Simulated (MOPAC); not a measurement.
A run for MOPAC: PM7 on C2H6Zn (SMILES C[CH2][ZnH]), a point of a bond scan (R = 0.985 Å).

```
PM7 1SCF PRECISE CHARGE=0 THREADS=1
C2H6Zn

Zn    -0.10398068 1     0.14810832 1     0.83353139 1
H     -0.34502961 1     0.86439028 1     2.18452390 1
C      0.20220802 1    -0.76013951 1    -0.88503749 1
C      0.18421590 1     0.15106074 1    -2.12117922 1
H     -0.47923149 1    -1.46561828 1    -0.97665539 1
H      1.16178570 1    -1.28259314 1    -0.81912726 1
H      0.95366748 1     0.92470169 1    -2.06784846 1
H     -0.77469446 1     0.66151920 1    -2.23669242 1
H      0.36009488 1    -0.41279036 1    -3.04266189 1
```

Output:

```
*******************************************************************************
 **                                                                           **
 **                              MOPAC v23.2.5                                **
 **                                                                           **
 *******************************************************************************
 ** MOPAC's Digital Object Identifier: https://doi.org/10.5281/zenodo.6511958 **
 **                                                                           **
 ** Please cite the open-source release paper for use of this MOPAC version:  **
 ** J. E. Moussa and J. J. P. Stewart (2026)                                  **
 ** MOPAC: An open-source semiempirical molecular orbital program             **
 ** J. Open Source Softw., 11(119), 8025, https://doi.org/10.21105/joss.08025 **
 *******************************************************************************

                              PM7 CALCULATION RESULTS

 *******************************************************************************
 *  PM7        - The PM7 Hamiltonian to be used
 *
 *
 *
 *                 CHARGE ON SYSTEM = 0
 *
 *
 *
 *  PRECISE    - TIGHTER CRITERIA TO BE USED
 *  1SCF       - DO 1 SCF AND THEN STOP
 *  THREADS=1  - MULTI-THREADING NOT USED
 *  T=         - A TIME OF 172800.0 SECONDS REQUESTED
 *  DUMP=N     - RESTART FILE WRITTEN EVERY 7200.0 SECONDS REQUESTED
 *******************************************************************************
PM7 1SCF PRECISE CHARGE=0 THREADS=1
 C2H6Zn

   ATOM   CHEMICAL          X               Y               Z
  NUMBER   SYMBOL      (ANGSTROMS)     (ANGSTROMS)     (ANGSTROMS)

     1      Zn         -0.10398068  *   0.14810832  *   0.83353139  *
     2       H         -0.34502961  *   0.86439028  *   2.18452390  *
     3       C          0.20220802  *  -0.76013951  *  -0.88503749  *
     4       C          0.18421590  *   0.15106074  *  -2.12117922  *
     5       H         -0.47923149  *  -1.46561828  *  -0.97665539  *
     6       H          1.16178570  *  -1.28259314  *  -0.81912726  *
     7       H          0.95366748  *   0.92470169  *  -2.06784846  *
     8       H         -0.77469446  *   0.66151920  *  -2.23669242  *
     9       H          0.36009488  *  -0.41279036  *  -3.04266189  *



          CARTESIAN COORDINATES

    NO.       ATOM           X           Y           Z

     1        Zn         -0.1040      0.1481      0.8335
     2         H         -0.3450      0.8644      2.1845
     3         C          0.2022     -0.7601     -0.8850
     4         C          0.1842      0.1511     -2.1212
     5         H         -0.4792     -1.4656     -0.9767
     6         H          1.1618     -1.2826     -0.8191
     7         H          0.9537      0.9247     -2.0678
     8         H         -0.7747      0.6615     -2.2367
     9         H          0.3601     -0.4128     -3.0427

 General Reference for PM7:
 "Optimization of Parameters for Semiempirical Methods VI: More Modifications to the
 NDDO Approximations and Re-optimization of Parameters", J. J. P. Stewart, J. Mol. Mod., 1:32, 19 (2013)
 https://link.springer.com/article/10.1007/s00894-012-1667-x

           Empirical Formula: C2 H6 Zn  =     9 atoms



      MOLECULAR POINT GROUP   :   Cs


      RHF CALCULATION, NO. OF DOUBLY OCCUPIED LEVELS = 8


 -------------------------------------------------------------------------------
 PM7 1SCF PRECISE CHARGE=0 THREADS=1
 C2H6Zn



     1SCF WAS SPECIFIED, SO BFGS WAS NOT USED
     SCF FIELD WAS ACHIEVED


                              PM7 CALCULATION
                                                       MOPAC v23.2.5 Linux




          FINAL HEAT OF FORMATION =          2.55845 KCAL/MOL =      10.70456 KJ/MOL


          COSMO AREA              =         96.84 SQUARE ANGSTROMS
          COSMO VOLUME            =         74.72 CUBIC ANGSTROMS

          IONIZATION POTENTIAL    =          8.096278 EV
          HOMO LUMO ENERGIES (EV) =         -8.096  4.314
          NO. OF FILLED LEVELS    =          8
          MOLECULAR WEIGHT        =         95.4494         POINT GROUP:  Cs

          MOLECULAR DIMENSIONS (Angstroms)

            Atom       Atom       Distance
            H     9    H     2     5.42696
            H     6    H     8     3.01801
            H     7    H     5     2.74404


          SCF CALCULATIONS        =          1





   ATOM   CHEMICAL          X               Y               Z
  NUMBER   SYMBOL      (ANGSTROMS)     (ANGSTROMS)     (ANGSTROMS)

     1      Zn         -0.10398068  *   0.14810832  *   0.83353139  *
     2       H         -0.34502961  *   0.86439028  *   2.18452390  *
     3       C          0.20220802  *  -0.76013951  *  -0.88503749  *
     4       C          0.18421590  *   0.15106074  *  -2.12117922  *
     5       H         -0.47923149  *  -1.46561828  *  -0.97665539  *
     6       H          1.16178570  *  -1.28259314  *  -0.81912726  *
     7       H          0.95366748  *   0.92470169  *  -2.06784846  *
     8       H         -0.77469446  *   0.66151920  *  -2.23669242  *
     9       H          0.36009488  *  -0.41279036  *  -3.04266189  *

                             CARTESIAN COORDINATES

   1   Zn       -0.103980680     0.148108320     0.833531390
   2    H       -0.345029610     0.864390280     2.184523900
   3    C        0.202208020    -0.760139510    -0.885037490
   4    C        0.184215900     0.151060740    -2.121179220
   5    H       -0.479231490    -1.465618280    -0.976655390
   6    H        1.161785700    -1.282593140    -0.819127260
   7    H        0.953667480     0.924701690    -2.067848460
   8    H       -0.774694460     0.661519200    -2.236692420
   9    H        0.360094880    -0.412790360    -3.042661890


           Empirical Formula: C2 H6 Zn  =     9 atoms



      MOLECULAR POINT GROUP   :   Cs


                  EIGENVALUES
 -26.72125 -20.65723 -14.71944 -14.19974 -12.53730 -11.70791 -11.10055  -8.09628
   4.31379   4.32557   5.36968   5.69570   5.81927   6.44496   6.58919   7.32192
   7.72791   8.93588


              NET ATOMIC CHARGES AND DIPOLE CONTRIBUTIONS

  ATOM NO.   TYPE          CHARGE      No. of ELECS.   s-Pop       p-Pop
    1         Zn           0.568881        1.4311     1.04040     0.39072
    2          H          -0.101194        1.1012     1.10119
    3          C          -0.691709        4.6917     1.03762     3.65409
    4          C          -0.381883        4.3819     1.04363     3.33826
    5          H           0.124539        0.8755     0.87546
    6          H           0.128641        0.8714     0.87136
    7          H           0.116718        0.8833     0.88328
    8          H           0.116996        0.8830     0.88300
    9          H           0.119012        0.8810     0.88099
 DIPOLE           X         Y         Z       TOTAL
 POINT-CHG.    -0.390     1.218     2.801     3.079
 HYBRID         0.207    -0.674    -1.273     1.455
 SUM           -0.183     0.544     1.529     1.633


          ATOMIC ORBITAL ELECTRON POPULATIONS

     Atom    s        px        py        pz
    1 Zn   1.04040   0.01324   0.08418   0.29330
    2  H   1.10119
    3  C   1.03762   1.17566   1.20841   1.27002
    4  C   1.04363   1.14239   1.11396   1.08191
    5  H   0.87546
    6  H   0.87136
    7  H   0.88328
    8  H   0.88300
    9  H   0.88099

 **********************
 *                    *
 * JOB ENDED NORMALLY *
 *                    *
 **********************




 == MOPAC DONE ==
```

The run finished.

Cost: about 0.04 core-seconds (a rough figure).
